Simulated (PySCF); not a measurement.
# [Gd(CH3)2]+ at several levels of theory

Computed with PySCF 2.14.0 (density fitting, no spin-orbit coupling) at the geometry relaxed with PBE0:

```xyz
9
[Gd(CH3)2]+ (singlet in the valence; each metal's 4f electrons, 7 of them, lie in its core potential, out of spins and levels)
Gd    0.0425    1.4692   -0.0017
C     0.0001    0.0239    1.7639
H    -0.8869   -0.6368    1.7063
H     0.8817   -0.6463    1.7418
H    -0.0166    0.5193    2.7532
C     0.0006    0.0108   -1.7533
H    -0.8957    0.1503   -2.3900
H     0.8802    0.1322   -2.4161
H    -0.0064   -1.0383   -1.4039
```

| level | basis | state | HOMO (eV) | gap (eV) | charge on Gd1 (e) | population of f-type functions on Gd1 (polarisation alone where 4f lies in the core) | dipole about the centre of mass (D) | largest force component (eV/Å) |
| --- | --- | --- | --- | --- | --- | --- | --- | --- |
| PBE0 | Gd lcecp-1-SVP with ECP53, C def2-SVP, H def2-SVP | singlet | -11.66 | 4.64 | 1.28 | 0.03 | 3.62 | 0.01 |
| B3LYP | the same | singlet | -11.43 | 4.03 | 1.23 | 0.03 | 3.47 | 0.34 |
| BP86 | the same | singlet | -10.59 | 2.90 | 1.17 | 0.03 | 3.00 | 0.27 |
| TPSSh | the same | singlet | -10.97 | 3.68 | 1.29 | 0.03 | 3.58 | 0.31 |
| M06-L | the same | singlet | -10.56 | 3.64 | 1.40 | 0.03 | 3.77 | 0.08 |
| PBE0 | Gd def2-SVP with ECP28, C def2-SVP, H def2-SVP | octet | -11.48 | 3.66 | 1.25 | 7.02 | 2.69 | 0.43 |

In the lcecp rows the 4f levels are missing from HOMO and gap, and the state counts the valence alone.

HOMO and gap are taken over both spins. Charges are Mulliken's, which hang on the basis. The relaxation used the grid (50, 194), these runs (75, 302) or, all-electron (x2c bases, spin-free X2C Hamiltonian), (99, 590).

Q: What does PBE0 with Gd lcecp-1-TZVP with ECP53, C def2-TZVP, H def2-TZVP give here?

A: state singlet, HOMO (eV) -11.61, gap (eV) 4.62, charge on Gd1 (e) 1.57, population of f-type functions on Gd1 (polarisation alone where 4f lies in the core) 0.03, dipole about the centre of mass (D) 3.74, largest force component (eV/Å) 0.29. Time: 13 s on 2 threads of Arm Neoverse V2 (shared host), from free ions and atoms.

In the first row's basis the gap widens with exact exchange: 2.9 to 3.6 eV for BP86, M06-L (none); 3.7 to 4.6 eV for TPSSh, B3LYP, PBE0 (a fixed share).

A frequency check found unstable modes (1, the lowest at -30 cm⁻¹), so the relaxed geometry is a saddle point, or these are noise. An lcecp potential fixes the number of 4f electrons, so in runs with it no electron can move into or out of that shell.

Rows with open f shells in the valence may stand above their lowest state, and their gaps can end on f levels.

Some runs are spin-contaminated.
